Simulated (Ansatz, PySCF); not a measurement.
This PySCF input computes a SVWN5/def2-TZVPD energy:

```python
from pyscf import gto, scf, dft

mol = gto.M(
    atom='''
    Tl   -0.00000000   -0.00000000   -0.43926089
    Cl    0.00000000    0.00000000    2.09294892
    ''',
    basis='def2-tzvpd',
    ecp='def2-tzvp',
    charge=0,
    spin=0,
    verbose=4,
)

mf = dft.RKS(mol, xc='svwn').density_fit(auxbasis='def2-universal-jkfit')
mf.grids.level = 3
mf.conv_tol = 1e-9
mf.max_cycle = 100
mf.max_memory = 1500
mf.kernel()
if not mf.converged:
    mf = mf.newton()
    mf.kernel(mf.make_rdm1())
mf.analyze()
```

Q: Write an input for the same energy in Ansatz (a first-principles code) and say what it gives.

A: 
Ansatz 0.2 input:
```yaml
crystal:
  periodic: [false, false, false]
  atoms:
    - {symbol: Tl, position_ang: [-0.00000000, -0.00000000, -0.43926089]}
    - {symbol: Cl, position_ang: [0.00000000, 0.00000000, 2.09294892]}
basis:
  gaussian:
    orbitals: def2-TZVPD
hamiltonian:
  xc: {name: SVWN5}
output: {forces: true}
```
It gives -631.09545 Eh, and PySCF -631.09546 Eh, a difference of 0.01 mEh.
